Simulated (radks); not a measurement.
Valence configurations of N II (all share [He]). Method: scalar-relativistic Kohn-Sham, SCAN, spin-unpolarised, spherical densities, finite nucleus; meta-GGA in the generalised Kohn-Sham scheme; Fermi nuclear charge, rms radius 2.5582 fm; computed with a radial shooting solver on a logarithmic mesh with Libxc functionals. Energies are relative to 2s2 2p2; eigenvalues in eV.

| valence | E (eV) | e(2p) | e(2s) |
|---|---|---|---|
| 2s2 2p2 | 0.000 | -20.677 | -33.541 |
| 2s1.5 2p2.5 | 6.420 | -20.774 | -33.647 |
| 2s1 2p3 | 12.850 | -20.869 | -33.659 |
| 2p4 | 25.291 | -20.856 | - |
| 2s0.5 2p3.5 | 19.185 | -20.909 | -33.387 |

NIST lists [He] 2s2 2p2 as the ground configuration; this level of theory agrees among the configurations tried. The energies are those of spherical spin-averaged densities, not of single terms.
